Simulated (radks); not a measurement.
Values are calculated unless marked as measured or tabulated.
Initial-state core-level shifts of neutral antimony when its valence configuration changes from [Kr] 4d10 5s2 5p3. Code: a radial shooting solver on a logarithmic mesh with Libxc functionals. Model: non-relativistic Kohn-Sham, PBE, spin-polarised, spherical densities, point nucleus; open shells are filled with parallel spins first (spin-orbit coupling, left out, can overturn this in heavy ions); relativity is left out, which matters for an element this heavy. Shifts are changes of the shell-averaged eigenvalues in eV (positive: less bound); the change of the density at the nucleus, which sets a Mossbauer isomer shift, is in e/bohr^3, on a base of 9.346e+04.

| valence | 1s | 3s | 3p | 4s | density at nucleus |
|---|---|---|---|---|---|
| 4d8 5s2 5p5 | -17.446 | -17.499 | -17.527 | -14.474 | +19.326 |
| 4d10 5s1 5p4 | -1.329 | -1.333 | -1.332 | -1.322 | -18.407 |
| 4d8 5s1 5p6 | -18.588 | -18.654 | -18.681 | -15.596 | -3.305 |
| 4d9 5s1 5p5 | -9.883 | -9.934 | -9.946 | -8.520 | -11.085 |
| 4d10 5p5 | -2.776 | -2.772 | -2.771 | -2.743 | -37.440 |
| 4d7.5 5s1.5 5p6 | -22.457 | -22.510 | -22.546 | -18.558 | +12.637 |
| 4d9 5s2 5p4 | -8.660 | -8.703 | -8.715 | -7.310 | +9.450 |
| 4d9.5 5s2 5p3.5 | -4.318 | -4.343 | -4.349 | -3.677 | +4.679 |
| 4d10 5s1.5 5p3.5 | -0.669 | -0.670 | -0.670 | -0.665 | -9.134 |
